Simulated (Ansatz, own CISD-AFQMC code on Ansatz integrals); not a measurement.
H7BSi2, SMILES `[SiH3]B[SiH3]` (charge 0, multiplicity 1).

Cartesian coordinates (Å):
SMILES: [SiH3]B[SiH3]
```xyz
10

Si     1.7454     0.2094    -0.0897
B     -0.0109    -0.6970    -0.4217
Si    -1.7387     0.0468     0.2693
H      2.7656    -0.0010    -1.1528
H      1.6170     1.6697     0.1686
H      2.2490    -0.4280     1.1668
H     -0.0283    -1.7146    -1.0521
H     -1.5703     0.9259     1.4585
H     -2.2402     0.8987    -0.8538
H     -2.7789    -0.9738     0.5719
```
Charge 0, multiplicity 1.

Frozen-core energies in cc-pVDZ from Ansatz (an electronic-structure program) at a geometry from PBE0-D3(BJ)/def2-TZVP; the HF reference has <S^2> = 0.00 and the T1 diagnostic is 0.014.

```tsv
level	energy (Ha)	difference from CCSDT(Q) (mHa)
HF	-606.57043	367.23
MP2	-606.85993	77.73
CCSD	-606.92671	10.95
CCSD(T)	-606.93564	2.02
CCSDT	-606.93729	0.38
phaseless AFQMC, CISD trial (own CISD-AFQMC code on Ansatz integrals; ±0.29 mHa)	-606.93699	0.67
CCSDT(Q)	-606.93767	0.00
```
